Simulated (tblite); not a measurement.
Compound: C₄H₁₃NSi₃.
Numbering: `[H]/[N:1]=[CH:2]\[C:3](=[CH:4]/[SiH2:5][SiH3:6])[CH2:7][SiH3:8]` (hydrogens: H9 on N1; H10 on C2; H11 on C4; H12, H13 on Si5; H14, H15, H16 on Si6; H17, H18 on C7; H19, H20, H21 on Si8)

A start from a force field or distance geometry was refined with GFN2-xTB geometry optimisation, gas phase (tblite 0.8.0). Values at the start:

| coordinate | start |
| --- | --- |
| N1=C2 | 1.275 Å |
| N1–H9 | 1.037 Å |
| C2–C3 | 1.457 Å |
| C2–H10 | 1.076 Å |
| C3=C4 | 1.311 Å |
| C3–C7 | 1.482 Å |
| C4–Si5 | 1.837 Å |
| C4–H11 | 1.084 Å |
| Si5–Si6 | 2.205 Å |
| Si5–H12 | 1.465 Å |
| Si6–H14 | 1.480 Å |
| C7–Si8 | 1.857 Å |
| C7–H17 | 1.128 Å |
| Si8–H19 | 1.466 Å |
| N1–C2–C3 | 125.5° |
| C2–C3–C4 | 117.7° |
| C2–C3–C7 | 124.7° |
| C3–C4–Si5 | 123.6° |
| C3–C7–Si8 | 106.8° |
| C4–C3–C7 | 117.6° |
| C4–Si5–Si6 | 112.7° |
| N1–C2–C3–C4 | 179° |
| C2–C3–C4–Si5 | -2° |
| C2–C3–C7–Si8 | -60° |
| C3–C4–Si5–Si6 | -166° |

**Question.** How do these coordinates change at the GFN2-xTB level?

**Answer.** 
```
   coordinate  GFN2-xTB (Å or °)  change
      Si5–Si6              2.309  +0.104
       C7–Si8              1.915  +0.058
       C4–Si5              1.887  +0.050
       C7–H17              1.092  -0.036
        C3=C4              1.342  +0.031
        N1–H9              1.020  -0.017
      Si6–H14              1.465  -0.015
        N1=C2              1.261  -0.014
        C3–C7              1.494  +0.012
       C2–H10              1.087  +0.011
      Si5–H12              1.473  +0.008
        C2–C3              1.463  +0.006
      Si8–H19              1.462  -0.004
       C4–H11              1.087  +0.003
     C2–C3–C7              117.7    -7.0
    C3–C4–Si5              128.5    +4.9
     C4–C3–C7              122.0    +4.4
   C4–Si5–Si6              108.6    -4.1
    C3–C7–Si8              110.8    +4.0
     N1–C2–C3              129.4    +3.9
     C2–C3–C4              120.3    +2.6
 C2–C3–C7–Si8                -84     -24
C3–C4–Si5–Si6                179     -15
  N1–C2–C3–C4               -175      +6
 C2–C3–C4–Si5                  0      +2
```

The energy falls by 15.2 kcal/mol over 165 L-BFGS steps, the largest force on an atom goes from 2.60 to 0.008 eV/Å, and the atoms move by 0.544 Å rms after alignment. The bond that changes most is Si5–Si6 (SiH2 silicon to SiH3 silicon), which lengthens by 0.104 Å. Bonds longer at the end by more than 0.005 Å: 8 of 20; shorter: 8. Among the dihedrals that turn most is C3–C7–Si8–H19, from 14° to 58°. Rotational constants go from 2533, 483.5, 430.9 to 1930, 491.1, 416.7 MHz.

The run took 2.9 s on one thread, Arm Neoverse N1 (aarch64), shared host with 64 logical CPUs at a one-minute load of 56.

GFN2-xTB frequencies show an imaginary mode (40i cm⁻¹), so the point is no minimum at that level. 3 starts were optimised and ended at 0.00, 0.13 and 0.70 kcal/mol (GFN2-xTB); the lowest of these is shown.

These are computed values.
